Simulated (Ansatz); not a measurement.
A calculation with Ansatz (development build ahead of 0.2.0).

```yaml
crystal:
  periodic: [false, false, false]
  atoms:
    - { symbol: H, position_ang: [-0.91715, -0.95266, -0.80773] }
    - { symbol: Li, position_ang: [-1.04135, -1.01672, 1.0826] }
    - { symbol: Li, position_ang: [-0.83389, 0.80141, -0.82256] }
    - { symbol: H, position_ang: [-1.09437, 0.94557, 0.96333] }
    - { symbol: Li, position_ang: [0.76549, -0.91549, -0.97116] }
    - { symbol: H, position_ang: [0.87316, -0.98781, 0.95705] }
    - { symbol: H, position_ang: [1.05897, 0.96531, -0.84983] }
    - { symbol: Li, position_ang: [0.97108, 0.97238, 0.95633] }
basis:
  gaussian: { orbitals: cc-pVDZ }
hamiltonian:
  xc: hf
correlation:
  method: mp2
  frozen_orbitals: { H: 0, Li: 0 }
```

The input is written out in the form of the current development build from the run's settings.

Results

| Property | Result |
| --- | --- |
| Converged | yes |
| Reference energy | -32.13737 hartree |
| Correlation energy | -0.10983 hartree |
| Total energy | -32.24720 hartree |
| Spin squared of the determinant | 0.000 |
